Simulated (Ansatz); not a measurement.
```xyz
11

C     0.333   -2.115   -0.279
In    0.012    0.006   -0.293
C    -0.201    1.429    1.301
S    -0.169    0.920   -2.516
H     0.882   -2.414   -1.172
H     0.887   -2.424    0.608
H    -0.632   -2.626   -0.280
H    -1.263    1.579    1.509
H     0.231    2.386    1.007
H     0.285    1.077    2.212
H    -0.365    2.181   -2.097
```

The species carries charge 0 and has multiplicity 1. In takes the def2 core potential.

Question: List the r2SCAN/def2-TZVPP orbital energies in eV (the Gaussian-basis code of Ansatz). (An estimate is asked.)

Answer: Computed: Occupied: -2408.46, -272.88, -272.83, -212.88, -156.95, -156.85, -156.78, -125.26, -81.99, -81.71, -81.62, -19.51, -19.42, -19.25, -19.14, -19.08, -17.78, -17.37, -17.26, -10.33, -10.17, -10.16, -10.04, -10.01, -9.24, -6.77, -6.63, -6.14. Lowest empty: -1.41, -0.76, 0.46, 0.73, 0.95, 1.90, 2.44, 2.65.
